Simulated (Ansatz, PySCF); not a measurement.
Gas-phase reaction in SMILES: C[C]O + 3 [H][H] (H2) -> 2 C (CH4) + O (H2O)
Geometries: B3LYP-D3(BJ)/def2-TZVP minima from Ansatz (a program for electronic structure), one conformer each, not searched for the lowest. Unstable Hartree-Fock reference: C[C]O.

Property: energy of full hydrogenation (enthalpy at 298 K, with B3LYP-D3(BJ) rigid-rotor harmonic-oscillator terms from PySCF), in kJ/mol. Cores are frozen in the correlated levels unless marked. No spin-orbit coupling. Non-relativistic. CBS(X,Y): correlation extrapolated as X^-3; Hartree-Fock from the larger set. [CCSD(T)-MP2]/basis is that difference in the basis named.

```tsv
level	program	energy of full hydrogenation (kJ/mol)	minus last row
HF/aug-cc-pVDZ	Ansatz	-460.2	-10.8
BLYP/def2-TZVPD	Ansatz	-415.6	33.8
revPBE/def2-TZVPD	Ansatz	-424.1	25.3
BP86/def2-TZVPD	PySCF	-427.7	21.7
TPSS-D4/def2-TZVPD	PySCF + dftd4	-409.9	39.5
r2SCAN-D3(BJ)/def2-TZVPD	Ansatz + dftd3	-443.3	6.1
B3LYP/def2-TZVPD	Ansatz	-439.9	9.5
PBE0/def2-QZVPP	Ansatz	-463.8	-14.4
BHLYP-D3(BJ)/def2-TZVPD	Ansatz + dftd3	-458.1	-8.7
BHLYP/def2-TZVPD	Ansatz	-461.1	-11.7
CAM-B3LYP-D3(BJ)/def2-TZVPD	Ansatz + dftd3	-449.4	0.0
CAM-B3LYP/def2-TZVPD	Ansatz	-451.1	-1.7
wB97X-V/def2-TZVPD	Ansatz	-444.4	5.0
B2GP-PLYP-D4/def2-TZVPD	Ansatz + dftd4	-449.0	0.4
B2GP-PLYP/def2-TZVPD	Ansatz	-450.2	-0.8
PBE-QIDH/def2-TZVPD	Ansatz	-467.9	-18.5
MP2/STO-3G	Ansatz	-398.3	51.1
RI-MP2/aug-cc-pVTZ	Ansatz	-467.7	-18.3
CCSD/cc-pVDZ	Ansatz	-432.1	17.3
CCSD(T)/STO-3G	Ansatz	-374.8	74.6
RI-MP2/CBS(aug-cc-pVTZ,aug-cc-pVQZ)+[CCSD(T)-MP2]/aug-cc-pVTZ	Ansatz	-449.4	0.0
```
